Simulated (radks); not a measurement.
All-electron atom: Te III in [Kr] 4d10 5s2 5p2. Method: scalar-relativistic Kohn-Sham, r2SCAN, spin-unpolarised, spherical densities, finite nucleus; meta-GGA in the generalised Kohn-Sham scheme; Fermi nuclear charge, rms radius 4.7423 fm; computed with a radial shooting solver on a logarithmic mesh with Libxc functionals.

Local quantities along the radius. ELF = 1/(1 + alpha^2) is the electron localisation function; alpha = (tau - tau_W)/tau_unif compares the Pauli kinetic energy density with that of the uniform gas. tau is taken from the large components.

```
   r/bohr * ELF (the largest magnitude, 0.999, reaches the edge; | marks zero)
 0.001115 |                                                      *
 0.001476 |                                                      *
 0.001968 |                                                      *
 0.002604 |                                                      *
 0.003473 |                                                      *
 0.004632 |                                                      *
 0.006129 |                                                      *
 0.008175 |                                                      *
  0.01082 |                                                      *
  0.01443 |                                                     *
  0.01909 |                                                  *
  0.02546 |                                       *
  0.03368 |                      *
  0.04493 |                 *
  0.05992 |                             *
  0.07928 |                                        *
   0.1057 |                                     *
   0.1399 |                    *
   0.1866 |                     *
   0.2469 |                                      *
   0.3293 |                                       *
   0.4357 |              *
   0.5812 |                   *
   0.7751 |                                         *
    1.026 |                                   *
    1.368 |                *
     1.81 |                  *
    2.414 |                                 *
    3.194 |                           *
     4.26 |    *
    5.637 *
    7.518 *
```

On this mesh the ELF has minima near r = 0.039, 0.16, 0.50, 1.6 bohr, which separate the shells, and maxima near 0.0011 (1.00), 0.092 (0.75), 0.29 (0.77), 0.78 (0.76), 2.8 (0.62).

Self-consistent cycle (total energy in hartree, residual of the potential): 1: -6789.953396, 6e+00; 2: -6792.988923, 3e+00; 3: -6794.055372, 7e-01; 4: -6794.148131, 1e-01; 5: -6794.153268, 8e-03; 6: -6794.153473, 2e-03; 7: -6794.153495, 5e-04; 8: -6794.153490, 2e-05; 9: -6794.153490, 6e-06; 10: -6794.153490, 5e-06.
